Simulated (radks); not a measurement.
Results of a calculation; reference values are marked as such.
Numerical settings for the technetium ion Tc+, [Kr] 4d5 5s1. Code: a radial shooting solver on a logarithmic mesh with Libxc functionals. Model: scalar-relativistic Kohn-Sham, PBE, spin-polarised, spherical densities, finite nucleus; open shells are filled with parallel spins first (spin-orbit coupling, left out, can overturn this in heavy ions); Fermi nuclear charge, rms radius 4.4112 fm. The defaults (mesh step 0.008 in ln r, mesh end at 40 bohr or more with all orbitals vanishing there, Anderson mixing 0.5 over 9 steps, residual threshold near 1e-9 with the energy settled to 1e-9 hartree or 1e-11 of itself, here a cap of 97 iterations) give E = -4285.4260 hartree and 5s at -12.157 eV in 14 iterations. Run on one thread of a shared host, so times are rough (Arm Neoverse V2): 0.17 s of CPU time, 0.17 s wall, 14 iterations on 2314 mesh points. Changes against that run (0 stands for a change within the tolerance of the run):

[
 {"setting": "mesh step in ln r 0.02", "iterations": "14", "converged": "yes", "E (mhartree)": "0", "e(5s) (meV)": "0", "CPU (s)": "0.07"},
 {"setting": "mesh step in ln r 0.2", "iterations": "4", "converged": "no", "E (mhartree)": "diverged", "e(5s) (meV)": "-", "CPU (s)": "0.02"},
 {"setting": "mesh step in ln r 0.012", "iterations": "14", "converged": "yes", "E (mhartree)": "0", "e(5s) (meV)": "0", "CPU (s)": "0.12"},
 {"setting": "mesh end (bohr) 12", "iterations": "14", "converged": "yes", "E (mhartree)": "+0.000846", "e(5s) (meV)": "+0.0832", "CPU (s)": "0.16"},
 {"setting": "mesh end (bohr) 3", "iterations": "16", "converged": "level above zero", "E (mhartree)": "+1.36e+03", "e(5s) (meV)": "+2.51e+04", "CPU (s)": "0.15"},
 {"setting": "residual threshold 1e-16", "iterations": "97", "converged": "no", "E (mhartree)": "0", "e(5s) (meV)": "0", "CPU (s)": "0.5"},
 {"setting": "residual threshold 1e-05", "iterations": "10", "converged": "yes", "E (mhartree)": "0", "e(5s) (meV)": "+0.0191", "CPU (s)": "0.14"},
 {"setting": "mixing 0.05", "iterations": "25", "converged": "yes", "E (mhartree)": "0", "e(5s) (meV)": "0", "CPU (s)": "0.26"},
 {"setting": "linear mixing, mixing 0.5", "iterations": "30", "converged": "yes", "E (mhartree)": "0", "e(5s) (meV)": "0", "CPU (s)": "0.29"},
 {"setting": "linear mixing, mixing 0.2", "iterations": "88", "converged": "yes", "E (mhartree)": "0", "e(5s) (meV)": "0", "CPU (s)": "0.77"},
 {"setting": "mixing history 3", "iterations": "20", "converged": "yes", "E (mhartree)": "0", "e(5s) (meV)": "0", "CPU (s)": "0.21"},
 {"setting": "iteration cap 8", "iterations": "8", "converged": "no", "E (mhartree)": "0", "e(5s) (meV)": "+0.306", "CPU (s)": "0.11"}
]

Settled on a wrong energy, with an occupied level pushed above zero by the early mesh end: mesh end (bohr) 3 (+1.36 hartree). Apart from these: no run marked as converged misses the energy by more than 1 mhartree. A mesh that ends early acts as a hard wall.
